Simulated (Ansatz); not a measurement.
Molecule: C4H, net charge 0, doublet state. It need not be the lowest isomer of its formula. 
Coordinates optimised at B3LYP-D3(BJ)/def2-TZVP (Ansatz, a program for electronic structure):
```xyz
5

C     -2.0184    -0.1492     0.2730
C     -0.7720     0.0314     0.0542
C      0.5521     0.0411    -0.0748
C      1.7675     0.0629    -0.2006
H      2.8251     0.0827    -0.3105
```
Charge 0, spin multiplicity 2.

Basis-set convergence of Hartree-Fock and CCSD(T) correlation energies (hartree) with Ansatz. Valence correlation only, unless marked. UHF or UKS for open shells. No spin-orbit coupling. No relativistic terms.

The UHF reference is spin-contaminated (<S^2> 0.51 over the pure value in the largest basis). The T1 diagnostic of CCSD in the largest basis is 0.060, which is high, so the coupled-cluster rows are less sure than usual.

| basis | functions | E(HF) | E(corr, CCSD(T)) |
|---|---|---|---|
| cc-pVDZ | - | -151.84334 | -0.49350 |
| cc-pVTZ | 134 | [?] | [?] |

**Question.** What belongs in the gaps?

**Answer.** 
- cc-pVTZ, E(HF): -151.88186
- cc-pVTZ, E(corr, CCSD(T)): -0.59219
